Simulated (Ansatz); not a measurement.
Ansatz (a quantum-chemistry and plane-wave program) input for HP2, SMILES P#[PH+], charge +1, PBE/def2-TZVPD. Geometry: TPSSh-D3(BJ)/def2-TZVPD. The isomer is the one that the SMILES or the coordinates give; other isomers of the formula were not compared.

Ansatz 0.2 input:
```yaml
crystal:
  periodic: [false, false, false]
  atoms:
    - {symbol: P, position_ang: [0.00000000, 0.00000000, 1.01144373]}
    - {symbol: P, position_ang: [0.00000000, 0.00000000, -0.85977071]}
    - {symbol: H, position_ang: [0.00000000, 0.00000000, -2.27509520]}
basis:
  gaussian:
    orbitals: def2-TZVPD
hamiltonian:
  xc: {name: PBE}
total_charge: 1
```

It prints:

```
WARN ansatz: RAYON_NUM_THREADS=1 ignored (pool sized by the plan → 1); use --threads N
Functional definition: PBE
integrals: 0.02 GiB planned
601 factors; their error is unknown
mean field: 0.20 GiB planned
mean field evaluation 1: about -18572.0700 eV, gradient 3.5e1 eV
mean field evaluation 2: about -18569.2593 eV, gradient 4.5e1 eV
mean field evaluation 4: about -18575.4741 eV, gradient 6.9e0 eV
mean field evaluation 8: about -18575.6274 eV, gradient 9.3e-2 eV
mean field -18575.62740376 eV, -682.6417160757 hartree, gradient 7.3e-5 eV, S^2 0.000000; 0 other end points of the search recorded, 0 dependent functions left out
reference -18575.62743222 eV, -682.6417171216 hartree; 15, 15 occupied and 80, 80 virtual orbitals, 601 factors
Total energy: -18575.62743222 eV, -682.6417171216 hartree
```

Self-consistency was reached.
